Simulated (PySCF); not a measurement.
## Cs₂Cl⁺, singlet: molecular constants

All numbers come from PBE0 in PySCF with Cl def2-TZVP, Cs def2-TZVP with ECP46; scalar-relativistic core potentials, no spin–orbit coupling; density-fitted integrals.

The structure is a minimum.

* Point group: D∞h
* Bond lengths: Cl–Cs 3.096 Å (×2)
* Bond angles: Cs–Cl–Cs 180.0°
* Rotational symmetry number: 2
* Rotational constants: 0.006618 cm⁻¹
* Dipole moment about the centre of mass: 0.00 D
* Entropy at 298.15 K and 1 bar: 336.4 J/(mol K)
* Principal quadrupole moments (Buckingham, traceless) about the centre of mass: -39.46, -39.46, 78.93 D Å
* Enthalpy at 298.15 K above 0 K: 16.63 kJ/mol
* Lowest empty level: -3.58 eV
* Heat capacity Cp at 298.15 K: 61.6 J/(mol K)
* Principal polarisabilities: 44.8, 44.8, 83.5 bohr³
* Zero-point energy: 2.2 kJ/mol
* Highest occupied level: -10.09 eV

Harmonic modes (masses in u: Cl 34.969, Cs 132.905):
```json
{"symmetry": "πu", "ω (cm⁻¹)": "44", "IR (km/mol, summed over degenerate members)": "39.2"}
{"symmetry": "σg+", "ω (cm⁻¹)": "77", "IR (km/mol, summed over degenerate members)": "0.0"}
{"symmetry": "σu+", "ω (cm⁻¹)": "205", "IR (km/mol, summed over degenerate members)": "96.0"}
```

In D∞h the vibrations span πu + σg+ + σu+. The σg+ mode carries no infrared intensity, as symmetry demands. With a centre of inversion only u modes can be infrared active and only g modes Raman active.

Charges (e):
| atom | Mulliken | Löwdin | polar tensor | Mayer order to Cl1 |
| --- | --- | --- | --- | --- |
| Cl1 | -0.78 | -0.39 | -0.99 | – |
| Cs2,3 | 0.89 | 0.69 | 1.00 | 0.20 |

Mulliken populations on Cl1: s 5.97, p 11.80, d 0.00, f 0.00.

Other isomers or separated fragments may lie lower.

The final relaxation and frequency run took 15 s on 2 threads of a shared Arm Neoverse V2 host, with 95 basis functions and 8 gradients; the process peaked at 0.85 GiB. Launch command: `OMP_NUM_THREADS=2 python axn.py task.json out`.
